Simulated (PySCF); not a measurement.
Al(GeH3)(H)(Me) (CH7AlGe), SMILES [CH3][AlH][GeH3]. Heavy atoms are numbered as in [AlH:1]([GeH3:2])[CH3:7]. Hydrogens are named by the atom that carries them.

Geometry: PBE-D3(BJ)/def2-SVP. The structure was generated by enumeration; whether it is a known compound was not checked.

Level of theory: PBE0/pcSseg-1 (PySCF).

GIAO shieldings, no solvent; atoms alike by connectivity are averaged. δ = σ(ref) − σ: ⁷³Ge against GeH4 (σ = 1658.3 ppm); ¹H against TMS (σ = 31.56 ppm); ¹³C against TMS (σ = 186.3 ppm), references at their B3LYP-D3(BJ)/def2-TZVP geometries, non-relativistic.

```tsv
nucleus	atoms	count	δ (ppm)
⁷³Ge	Ge2 (GeH3)	1	-76.4
¹H	H on Al1	1	6.48
¹H	H on Ge2	3	3.69
¹H	H on C7	3	0.82
¹³C	C7 (CH3)	1	2.6
```
